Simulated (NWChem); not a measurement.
Species: chlorobenzene (C6H5Cl); SMILES Clc1ccccc1

All runs: NWChem. Structure relaxed at the PBE0/def2-SVP level. Ions are spin-unrestricted doublets at the neutral geometry; other ion states weren't tried.

```
level               vertical ionisation energy, ΔSCF (eV)  −ε(HOMO) (eV)  ΔSCF minus −ε(HOMO) (eV)  relative time
------------------  -------------------------------------  -------------  ------------------------  -------------
B3LYP/def2-SVP                                       8.93           6.77                      2.16              1
PBE/def2-SVP                                         8.84           5.98                      2.86              1
CAM-B3LYP/def2-SVP                                   9.06           8.21                      0.85              6
M06-2X/def2-SVP                                      9.25           8.17                      1.08              1
LRC-wPBEh/def2-SVP                                   9.15           8.87                      0.28              5
```

The last column is a rough cost ratio, cheapest run = 1.
